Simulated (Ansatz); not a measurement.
A nudged elastic band was laid between two geometries of ClH + H4Sn (7 atoms, charge 0, multiplicity 1).

The calculation used Ansatz, RKS B3LYP-D4/def2-SVP.

```json
{
 "movable images": "7",
 "climbing image": "yes",
 "spring": "0.1 eV/Å²",
 "optimiser": "quadratic models (default)",
 "start path": "through a guess of the saddle point",
 "force threshold": "0.03 eV/Å",
 "iteration limit": "60",
 "end points": "relaxed"
}
```

Image 0:

```xyz
7
Properties=species:S:1:pos:R:3
Sn 0.312 0.000 -0.147
H 0.309 0.000 1.575
H 1.944 0.000 -0.684
H -0.480 1.407 -0.721
H -0.480 -1.407 -0.721
Cl -3.114 0.000 1.599
H -2.098 0.000 2.396
```

Image 8:

```xyz
7
Properties=species:S:1:pos:R:3
Sn -0.405 0.000 -0.779
H -0.131 0.000 3.574
H 0.961 0.000 0.254
H -0.516 1.425 -1.724
H -0.516 -1.425 -1.724
Cl -2.313 0.000 0.645
H -0.686 0.000 3.052
```

(1) Which bonds break or form, and what moves?

(2) What energy profile does the band end with?

(3) What is the geometry of the highest image?

The band took 16 iterations and about 4 core-minutes.

## Answers

(1) Bonds broken: Sn1–H2, Cl6–H7. Bonds formed: Sn1–Cl6, H2–H7. ClH + H4Sn becomes ClH3Sn + H2.

(2) The run converged. The highest image is number 3 of 0 to 8, 1.27 eV above the first end and 1.91 eV above the last; the last end lies 0.65 eV below the first. Another band between the same ends (7 images) ends at a top of the same energy, where a vibrational analysis finds 1 clearly imaginary mode. The orbitals stay closed-shell, which can raise the energy where a bond breaks towards radicals; this wasn't checked here.

```tsv
image	path coordinate (Å)	energy (eV)	Sn1–H2 (Å)	Cl6–H7 (Å)	Sn1–Cl6 (Å)
0	0.00	0.00	1.72	1.29	3.84
1	0.64	0.02	1.73	1.30	3.69
2	1.28	0.38	1.78	1.34	3.18
3	1.92	1.27	2.02	1.69	2.81
4	2.51	0.51	2.37	2.06	2.54
5	3.11	-0.18	2.79	2.32	2.42
6	3.71	-0.53	3.26	2.54	2.39
7	4.31	-0.63	3.83	2.79	2.38
8	4.91	-0.65	4.36	2.90	2.38
```

(3) 
```xyz
7
Properties=species:S:1:pos:R:3:forces:R:3
Sn -0.182 0.000 -0.140 0.00 0.00 0.00
H -0.046 0.000 1.871 0.00 0.00 0.00
H 1.551 0.000 -0.038 0.00 0.00 0.00
H -0.685 1.484 -0.814 0.00 0.00 0.00
H -0.685 -1.484 -0.814 0.00 0.00 0.00
Cl -2.578 0.000 1.335 0.00 0.00 0.00
H -0.980 0.000 1.899 0.00 0.00 0.00
```

The run took 4.3 min on 1 thread of Arm Neoverse V2, on a shared host, peak memory 0.14 GiB.
